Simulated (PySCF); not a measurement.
C7H6.
SMILES with atom numbers: `[CH2:1]=[CH:2][C:3]#[C:4][C:5]#[C:6][CH3:7]` (hydrogens: H8, H9 on C1; H10 on C2; H11, H12, H13 on C7)

Computed with PySCF at PBE0/def2-SVPD, non-relativistic, on one gas-phase PBE0-D3(BJ)/def2-SVP geometry that isn't relaxed in the solvent. The solvent is an IEF-PCM continuum (cavity from Bondi-type radii × 1.2), and excitations are vertical TDDFT with non-equilibrium linear response and a frozen core. The model holds no explicit solvent molecules, cavitation or dispersion.

```csv
run,E − E(gas) (kcal/mol),HOMO (eV),HOMO–LUMO gap (eV),dipole (D),lowest singlet (eV),static polarisability (au)
gas,0.00,-6.54,5.11,0.81,3.98,104.6
P,-1.68,-6.60,5.13,0.89,4.00,119.2
Q,-3.07,-6.66,5.15,0.95,4.03,131.8
```

Task: The runs were made in chloroform and cyclohexane. Which run belongs to which solvent?

Result: P = cyclohexane, Q = chloroform. The dielectric constants are 2.017 (cyclohexane), 4.711 (chloroform), and the energy falls further as ε rises. The optical constants n² used for the excitations are 2.04, 2.09 in the same order. In this model the ground state sees the solvent through ε alone.

Task: How constant is the ratio of the lowering to (ε − 1)/(2ε + 1)?

Result: 
| solvent | (ε − 1)/(2ε + 1) | E − E(gas) (kcal/mol) | ratio (kcal/mol) | polarisation term (kcal/mol) |
| --- | --- | --- | --- | --- |
| cyclohexane | 0.202 | -1.68 | -8.3 | -1.82 |
| chloroform | 0.356 | -3.07 | -8.6 | -3.55 |

The ratio changes by +3.7 % in size from cyclohexane to chloroform. The polarisation term is half the interaction of the solute with the induced surface charges.

Time: 27 s; peak memory 0.81 GiB. Hardware: one thread of an Intel Xeon Platinum 8375C at 2.90 GHz, shared host with 128 logical CPUs at a one-minute load of 82. This is the whole response run at PBE0/def2-SVPD in chloroform, SCF included.
